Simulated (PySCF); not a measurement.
A calculated (PBE0, PySCF 2.14, cc-pVDZ, the non-relativistic Hamiltonian (point nucleus)) atom or ion has these occupied shells.

```json
{"shell": "1s α", "electrons": "1", "orbital energy (eV)": "-8171.0", "rms radius, mean of both spins (bohr)": "0.0634"}
{"shell": "1s β", "electrons": "1", "orbital energy (eV)": "-8171.0", "rms radius, mean of both spins (bohr)": "0.0634"}
{"shell": "2s α", "electrons": "1", "orbital energy (eV)": "-981.04", "rms radius, mean of both spins (bohr)": "0.269"}
{"shell": "2s β", "electrons": "1", "orbital energy (eV)": "-979.65", "rms radius, mean of both spins (bohr)": "0.269"}
{"shell": "2p α", "electrons": "3", "orbital energy (eV)": "-855.37", "rms radius, mean of both spins (bohr)": "0.240"}
{"shell": "2p β", "electrons": "3", "orbital energy (eV)": "-854.21", "rms radius, mean of both spins (bohr)": "0.240"}
{"shell": "3s α", "electrons": "1", "orbital energy (eV)": "-115.84", "rms radius, mean of both spins (bohr)": "0.806"}
{"shell": "3s β", "electrons": "1", "orbital energy (eV)": "-112.75", "rms radius, mean of both spins (bohr)": "0.806"}
{"shell": "3p α", "electrons": "3", "orbital energy (eV)": "-76.979", "rms radius, mean of both spins (bohr)": "0.852"}
{"shell": "3p β", "electrons": "3", "orbital energy (eV)": "-73.650", "rms radius, mean of both spins (bohr)": "0.852"}
{"shell": "3d α", "electrons": "5", "orbital energy (eV)": "-12.709", "rms radius, mean of both spins (bohr)": "1.15"}
{"shell": "3d β", "electrons": "3", "orbital energy (eV)": "-10.868", "rms radius, mean of both spins (bohr)": "1.15"}
{"shell": "4s α", "electrons": "1", "orbital energy (eV)": "-6.373", "rms radius, mean of both spins (bohr)": "3.13"}
{"shell": "4s β", "electrons": "1", "orbital energy (eV)": "-6.013", "rms radius, mean of both spins (bohr)": "3.13"}
```

Question: Name the element and its charge.

Answer: Ni (nickel, neutral), in [Ar] 3d8 4s2, high-spin 3F determinant.
